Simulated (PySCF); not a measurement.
# Dipole response of Al²⁺ (aluminium, charge +2)

[Ne] 3s1, 2S determinant. Calculation: PySCF 2.14, in dyall-acv3z; the spin-free X2C one-electron Hamiltonian (Gaussian nucleus). Coupled (time-dependent) response in atomic units; α is the mean over directions.

```csv
method,mean α (bohr³),C₆ (like pair),S(−4)
UHF,15.28,43.41,264.8
PBE,13.50,36.09,209.7
PBE0,14.03,38.18,226.0
PW91,13.40,35.65,207.0
```

S(−4) is the Cauchy moment in α(ω) = α(0) + S(−4) ω² + …

α(iu) at PBE:

```json
{"u (hartree)": "0", "α(iu) (bohr³)": "13.50"}
{"u (hartree)": "0.0500", "α(iu) (bohr³)": "13.00"}
{"u (hartree)": "0.100", "α(iu) (bohr³)": "11.70"}
{"u (hartree)": "0.200", "α(iu) (bohr³)": "8.385"}
{"u (hartree)": "0.300", "α(iu) (bohr³)": "5.758"}
{"u (hartree)": "0.500", "α(iu) (bohr³)": "2.988"}
{"u (hartree)": "0.750", "α(iu) (bohr³)": "1.653"}
{"u (hartree)": "1.00", "α(iu) (bohr³)": "1.092"}
{"u (hartree)": "1.50", "α(iu) (bohr³)": "0.6381"}
{"u (hartree)": "2.00", "α(iu) (bohr³)": "0.4544"}
{"u (hartree)": "3.00", "α(iu) (bohr³)": "0.2913"}
{"u (hartree)": "5.00", "α(iu) (bohr³)": "0.1624"}
```

A single London oscillator, α(iu) = α/(1 + u²/ω²), gives C₆ = (3/4) ω α². Matching the computed C₆ needs ω = 4 × 36.09 / (3 × 13.50²) = 0.264 hartree.

For an ion, C₆ is the dispersion term alone; charge-induced terms of lower order in 1/R come first.
